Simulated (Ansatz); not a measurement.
Kohn–Sham single points on CH$_{7}$ClSiSn, SMILES `[CH3][SnH2][SiH2]Cl`.

```yaml
crystal:
  periodic: [false, false, false]
  atoms:
    - {symbol: C, position_ang: [-1.065091, 1.579936, 0.065821]}
    - {symbol: Sn, position_ang: [-0.222446, -0.166918, 0.973801]}
    - {symbol: Si, position_ang: [1.296292, -1.347729, -0.725830]}
    - {symbol: Cl, position_ang: [0.269694, -1.482658, -2.519011]}
    - {symbol: H, position_ang: [-1.784272, 2.039547, 0.743631]}
    - {symbol: H, position_ang: [-0.277103, 2.297833, -0.160444]}
    - {symbol: H, position_ang: [-1.569842, 1.300386, -0.858621]}
    - {symbol: H, position_ang: [-1.470888, -1.232305, 1.455091]}
    - {symbol: H, position_ang: [0.677575, 0.266777, 2.364747]}
    - {symbol: H, position_ang: [2.542222, -0.583928, -0.994267]}
    - {symbol: H, position_ang: [1.669257, -2.728043, -0.324217]}
basis:
  gaussian: {orbitals: def2-TZVPP}
hamiltonian: {xc: {name: B2PLYP}}
```

```sh
$ ansatz run in.yaml --threads 4 --pin off --events-out ev --progress --plain --max-ram 10444MiB
```

It prints (some lines left out):

```
Functional definition: B2PLYP
1672 factors; integrals over basis functions are off by at most 8.7e-4 eV
mean field evaluation 1: about -27359.9889 eV, gradient 4.1e1 eV
mean field evaluation 2: about -27360.1151 eV, gradient 4.1e1 eV
mean field evaluation 4: about -27363.9803 eV, gradient 3.3e0 eV
mean field evaluation 8: about -27364.0085 eV, gradient 1.5e-1 eV
mean field evaluation 16: about -27364.0086 eV, gradient 7.4e-5 eV
mean field -27364.00858839 eV, -1005.6087676321 hartree, gradient 4.8e-6 eV, S^2 0.000000; 0 other end points of the search recorded, 0 dependent functions left out
15 core orbitals not correlated: weight in the atoms' cores, before any rotation towards them, 1.000 or more for the frozen orbitals, at most 0.000 for the correlated occupied ones
reference -27364.00880088 eV, -1005.6087754408 hartree; 18, 18 occupied and 230, 230 virtual orbitals, 1672 factors
second order -27.30893410 eV of doubles, -0.00000000 eV of singles
Total energy: -27371.38221308 eV, -1005.8797433416 hartree
```

It took 7 s on 4 threads of an Arm Neoverse V1 on a shared host, with 0.74 GiB of host memory at the peak.

The same input with `hamiltonian: {xc: pbe0, dispersion: d4}` (abridged; 3.8 s):

```
Functional definition: PBE0
mean field evaluation 16: about -27376.4304 eV, gradient 4.8e-5 eV
mean field -27376.43035612 eV, -1006.0652591765 hartree, gradient 4.8e-5 eV, S^2 0.000000
Total energy: -27376.66078886 eV, -1006.0737274235 hartree
```

The same input with `hamiltonian: {xc: pbe, dispersion: d4}` and forces (abridged; 2.9 s):

```
Functional definition: PBE
mean field evaluation 16: about -27373.9637 eV, gradient 4.3e-4 eV
mean field -27373.96374786 eV, -1005.9746129949 hartree, gradient 4.8e-5 eV, S^2 0.000000
Total energy: -27374.23027474 eV, -1005.9844076769 hartree
Atom 0 force    -0.031942     0.059326    -0.024057 eV/Å
Atom 1 force     0.076990    -0.093403    -0.000694 eV/Å
Atom 2 force     0.000328     0.030320     0.112240 eV/Å
Atom 3 force    -0.131881    -0.017042    -0.230998 eV/Å
Atom 4 force    -0.132100     0.080056     0.129945 eV/Å
Atom 5 force     0.149966     0.127971    -0.040930 eV/Å
Atom 6 force    -0.089294    -0.057465    -0.171432 eV/Å
Atom 7 force    -0.129806    -0.104745     0.051212 eV/Å
Atom 8 force     0.086111     0.047757     0.146109 eV/Å
Atom 9 force     0.148302     0.083097    -0.022652 eV/Å
Atom 10 force     0.053325    -0.155873     0.051258 eV/Å
Dipole moment:     0.013400     0.184864     0.184258 e Å
```
